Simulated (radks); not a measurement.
Task: The mean radii <r> (bohr) of the occupied orbitals of an atom or ion are listed with their occupations. Method: scalar-relativistic Kohn-Sham, PBEsol, spin-polarised, spherical densities, finite nucleus; Fermi nuclear charge, rms radius of each element as measured or else 0.836 A^(1/3) + 0.57 fm; computed with a radial shooting solver on a logarithmic mesh with Libxc functionals.

| orbital | occ. | <r> |
|---|---|---|
| 1s up | 1 | 0.01745 |
| 1s down | 1 | 0.01745 |
| 2s up | 1 | 0.07364 |
| 2s down | 1 | 0.07364 |
| 2p up | 3 | 0.06625 |
| 2p down | 3 | 0.06625 |
| 3s up | 1 | 0.1905 |
| 3s down | 1 | 0.1905 |
| 3p up | 3 | 0.1914 |
| 3p down | 3 | 0.1914 |
| 3d up | 5 | 0.1733 |
| 3d down | 5 | 0.1733 |
| 4s up | 1 | 0.4235 |
| 4s down | 1 | 0.4235 |
| 4p up | 3 | 0.4507 |
| 4p down | 3 | 0.4506 |
| 4d up | 5 | 0.4786 |
| 4d down | 5 | 0.4785 |
| 5s up | 1 | 0.9803 |
| 5s down | 1 | 0.9779 |
| 4f up | 7 | 0.5360 |
| 4f down | 7 | 0.5349 |
| 5p up | 3 | 1.140 |
| 5p down | 3 | 1.136 |
| 6s up | 1 | 2.939 |
| 5d up | 5 | 1.787 |
| 5d down | 3 | 1.793 |

Name the element and its charge. Open shells, if any, are filled with parallel spins first.

Result: Z = 77, iridium, charge 0: Ir in [Xe] 4f14 5d8 6s1. The 1s radius gives Z: for a bare nucleus <r> = (2 gamma + 1)/(2Z) with gamma = sqrt(1 - (Z/c)^2), 0.01724 bohr for Z = 77, and screening makes it slightly larger (0.01745 here). The occupations add up to 77, and the charge is Z minus that.
